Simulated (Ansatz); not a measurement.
Basis sets compared for B8P8H22, a nanocrystal cut from wurtzite BP (hydrogen-capped). Total charge 0; singlet. Geometry PBE-D4/def2-SVP. Ansatz on 2 threads of AMD EPYC 7R13 on a shared host and a share (18 GiB) of an NVIDIA H100 80GB HBM3; times are rough, and most runs start from earlier orbitals.

```tsv
atom	x (Å)	y (Å)	z (Å)
B1	-0.1804	-3.6770	0.0195
P2	-0.3958	-3.0137	1.8544
P3	0.2684	-2.0775	-1.0189
B4	-1.1682	-0.7453	-0.9940
B5	-0.1162	-1.0984	2.0981
P6	-1.3480	-0.1491	0.8957
P7	-0.7336	0.8540	-2.0393
B8	-2.1801	2.1750	-2.0176
B9	-1.1042	1.7917	1.0920
P10	-2.3423	2.6785	-0.1272
B11	1.9632	-1.2954	-0.4100
P12	1.6824	-0.6412	1.4481
P13	2.3277	0.2683	-1.5149
B14	0.9561	1.6508	-1.4356
B15	2.0418	1.2739	1.6542
P16	0.7323	2.1381	0.4806
H17	-1.2509	-4.1241	-0.3680
H18	0.7502	-4.4699	-0.0130
H19	-1.6668	-3.3666	2.4043
H20	0.4537	-3.7002	2.7752
H21	0.4496	-2.4804	-2.3796
H22	-2.2178	-1.2380	-1.3786
H23	-0.2685	-0.7404	3.2543
H24	-2.6779	-0.4541	1.3254
H25	-0.5475	0.4368	-3.3951
H26	-3.2210	1.6420	-2.3761
H27	-1.8557	3.1589	-2.6674
H28	-1.2524	2.1374	2.2525
H29	-3.6739	2.5015	0.3605
H30	-2.2109	4.0881	0.0647
H31	2.8740	-2.1052	-0.4734
H32	2.6035	-1.3648	2.2663
H33	2.4980	-0.1460	-2.8724
H34	3.6260	0.8024	-1.2553
H35	1.2600	2.6165	-2.1171
H36	1.8311	1.6050	2.8125
H37	3.1716	1.5161	1.2405
H38	0.9225	3.5523	0.5546
```

Single mean-field runs in def2-TZVP are fitted with def2-universal-jkfit.

Binding counts from free atoms (B doublet, P quartet, H doublet) in the same basis, without a counterpoise term.

```csv
level,functions,energy (Eh),HOMO (eV),LUMO (eV),binding per atom (eV),wall time
PBE-D4/def2-SVP,366,-2940.5855,-6.04,-1.41,3.62,9 s
PBE0-D4/def2-SVP,366,-2940.9186,-7.13,-0.64,3.60,9.6 s
```

(1) Estimate the rows for PBE-D4/def2-TZVP, PBE0-D4/def2-TZVP.

Answers

(1) 
```json
{"level": "PBE-D4/def2-TZVP", "functions": "676", "energy (Eh)": "-2941.7350", "HOMO (eV)": "-6.11", "LUMO (eV)": "-1.72", "binding per atom (eV)": "3.61", "wall time": "8 s"}
{"level": "PBE0-D4/def2-TZVP", "functions": "676", "energy (Eh)": "-2942.0500", "HOMO (eV)": "-7.14", "LUMO (eV)": "-0.93", "binding per atom (eV)": "3.58", "wall time": "95 s"}
```
